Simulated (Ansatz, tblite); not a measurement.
Removing and adding an electron: In₂Te₃. The state is a singlet with charge 0. Geometry: r2SCAN-D4/def2-SVP. Ansatz, gas phase; energy differences of separate SCF runs; the oxidised species was run as a doublet alone; the reduced species was run as a doublet alone.

```
atom    x (Å)    y (Å)    z (Å)
 In1  -1.9307  -1.4788   0.0308
 In2   0.9810   2.1829   0.4333
 Te3  -0.6427   0.7117  -1.8253
 Te4   1.2610  -0.9349  -0.6163
 Te5   0.3315  -0.4810   1.9775
```

In the def2 sets In, Te take a core potential; there is no spin–orbit coupling. The xTB rows come from tblite. Correlated methods freeze 20 core orbitals; core or outer-core shells of In, Te are correlated, in sets that lack core-valence functions. The rows differ in basis, and correlated rows in double-zeta sets carry the largest basis error. The structure comes from a short search, and lower isomers may exist.

```json
{"level": "GFN1-xTB", "−HOMO (eV)": "8.39", "vertical IE (eV)": "10.71", "−LUMO (eV)": "6.47", "vertical EA (eV)": "4.43", "HOMO–LUMO gap (eV)": "1.92", "IE − EA (eV)": "6.28", "remarks": "–"}
{"level": "GFN2-xTB", "−HOMO (eV)": "8.24", "vertical IE (eV)": "10.90", "−LUMO (eV)": "5.48", "vertical EA (eV)": "2.97", "HOMO–LUMO gap (eV)": "2.76", "IE − EA (eV)": "7.94", "remarks": "–"}
{"level": "HF/def2-SVP", "−HOMO (eV)": "–", "vertical IE (eV)": "6.42", "−LUMO (eV)": "–", "vertical EA (eV)": "–", "HOMO–LUMO gap (eV)": "–", "IE − EA (eV)": "–", "remarks": "–"}
{"level": "PBE-D4/def2-TZVP", "−HOMO (eV)": "4.54", "vertical IE (eV)": "6.63", "−LUMO (eV)": "3.14", "vertical EA (eV)": "–", "HOMO–LUMO gap (eV)": "1.40", "IE − EA (eV)": "–", "remarks": "–"}
{"level": "PBE-D4/def2-TZVPD", "−HOMO (eV)": "4.55", "vertical IE (eV)": "–", "−LUMO (eV)": "3.15", "vertical EA (eV)": "1.25", "HOMO–LUMO gap (eV)": "1.39", "IE − EA (eV)": "–", "remarks": "HOMO above zero (-1 doublet)"}
{"level": "r2SCAN-D4/def2-TZVP", "−HOMO (eV)": "4.75", "vertical IE (eV)": "6.75", "−LUMO (eV)": "3.11", "vertical EA (eV)": "–", "HOMO–LUMO gap (eV)": "1.65", "IE − EA (eV)": "–", "remarks": "–"}
{"level": "r2SCAN-D4/def2-TZVPD", "−HOMO (eV)": "4.75", "vertical IE (eV)": "–", "−LUMO (eV)": "3.11", "vertical EA (eV)": "1.29", "HOMO–LUMO gap (eV)": "1.64", "IE − EA (eV)": "–", "remarks": "HOMO above zero (-1 doublet)"}
{"level": "PBE0-D4/def2-TZVP", "−HOMO (eV)": "5.33", "vertical IE (eV)": "6.79", "−LUMO (eV)": "2.45", "vertical EA (eV)": "–", "HOMO–LUMO gap (eV)": "2.89", "IE − EA (eV)": "–", "remarks": "–"}
{"level": "PBE0-D4/def2-TZVPD", "−HOMO (eV)": "5.34", "vertical IE (eV)": "–", "−LUMO (eV)": "2.46", "vertical EA (eV)": "1.21", "HOMO–LUMO gap (eV)": "2.87", "IE − EA (eV)": "–", "remarks": "HOMO above zero (-1 doublet)"}
{"level": "MP2/def2-SVP", "−HOMO (eV)": "–", "vertical IE (eV)": "6.62", "−LUMO (eV)": "–", "vertical EA (eV)": "–", "HOMO–LUMO gap (eV)": "–", "IE − EA (eV)": "–", "remarks": "–"}
{"level": "CCSD/def2-SVP", "−HOMO (eV)": "–", "vertical IE (eV)": "6.68", "−LUMO (eV)": "–", "vertical EA (eV)": "–", "HOMO–LUMO gap (eV)": "–", "IE − EA (eV)": "–", "remarks": "–"}
{"level": "CCSD(T)/def2-SVP", "−HOMO (eV)": "–", "vertical IE (eV)": "6.61", "−LUMO (eV)": "–", "vertical EA (eV)": "–", "HOMO–LUMO gap (eV)": "–", "IE − EA (eV)": "–", "remarks": "–"}
```

   A HOMO above zero means that the electron is unbound at that level or that self-interaction error raises the level; the energy of removing that electron tells which. Raw xTB energy differences between charge states are shifted by several eV; the methods need an empirical correction for them.
